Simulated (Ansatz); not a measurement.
Species: C3H4O2, SMILES `OC#CCO` (C–C–O–H torsion 48°) (charge 0, multiplicity 1).

Give a relaxed geometry from B3LYP-D3(BJ)/def2-TZVP (Ansatz, an electronic-structure program).

Several could match; the one computed here: the end point of this relaxation, one of several conformers (outside a Z-matrix the atoms follow the SMILES, hydrogens last).
Bond lengths (Å): O1–C2 1.309, O1–H6 0.967, C2–C3 1.200, C3–C4 1.459, C4–O5 1.427, C4–H7 1.091, C4–H8 1.097, O5–H9 0.964. Angles (°): C2–O1–H6 110.5, O1–C2–C3 176.4, C2–C3–C4 178.2, C3–C4–O5 113.9, C3–C4–H7 110.3, C3–C4–H8 109.0, O5–C4–H7 105.5, O5–C4–H8 110.6, H7–C4–H8 107.2, C4–O5–H9 107.9.
